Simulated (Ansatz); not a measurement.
Relaxation of AlBH$_{6}$N$_{2}$ (10 atoms, charge 0, multiplicity 1), to a largest force component of 0.015 eV/Å in at most 40 steps.

Theory: Ansatz, RKS BLYP/def2-SVP.

```xyz
10
Properties=species:S:1:pos:R:3:forces:R:3
B -1.528 0.398 -0.995 -1.35 1.48 -0.84
Al 0.046 -0.157 0.113 2.47 -0.33 1.54
N 0.706 -1.925 -0.085 -2.53 -0.35 -0.07
N 0.943 1.079 1.329 -2.82 -1.67 1.36
H -2.080 -0.319 -1.780 -0.29 -0.20 -0.33
H -2.001 1.555 -0.894 0.09 -0.71 -0.06
H 0.015 -2.432 -0.779 1.46 0.90 1.31
H 0.521 -2.433 0.828 0.70 0.22 -0.81
H 0.126 1.397 2.035 2.01 -0.52 -1.62
H 1.153 1.906 0.799 0.25 1.18 -0.47
```

Problem. Where does it end, and by what steps?

Solution. The forces met the threshold. After 12 steps the energy has fallen by 1.325 eV; H9 moved furthest, 1.36 Å.

| step | energy less start (eV) | largest force component (eV/Å) | accepted |
| --- | --- | --- | --- |
| 0 | 0.0000 | 2.817 | yes |
| 1 | -0.5869 | 1.530 | yes |
| 2 | -0.8236 | 0.912 | yes |
| 3 | -0.9380 | 1.365 | yes |
| 4 | -1.0342 | 0.559 | yes |
| 5 | -1.0964 | 0.305 | yes |
| 6 | -1.1561 | 0.388 | yes |
| 7 | -1.2189 | 0.433 | yes |
| 8 | -1.2824 | 0.328 | yes |
| 9 | -1.3129 | 0.199 | yes |
| 10 | -1.3244 | 0.034 | yes |
| 11 | -1.3252 | 0.022 | yes |
| 12 | -1.3253 | 0.006 | yes |

```xyz
10
Properties=species:S:1:pos:R:3
B -1.615 0.532 -1.273
Al -0.141 -0.125 0.121
N 0.345 -1.857 0.219
N 0.658 1.037 1.241
H -2.206 -0.228 -2.021
H -1.938 1.701 -1.389
H -0.065 -2.588 -0.369
H 1.044 -2.275 0.839
H 1.364 0.833 1.955
H 0.454 2.040 1.247
```

Whether the end is a true minimum wasn't checked by a vibrational analysis.

The run took 32 s on 1 thread of Arm Neoverse V2, with other jobs on the host, peak memory 0.12 GiB.
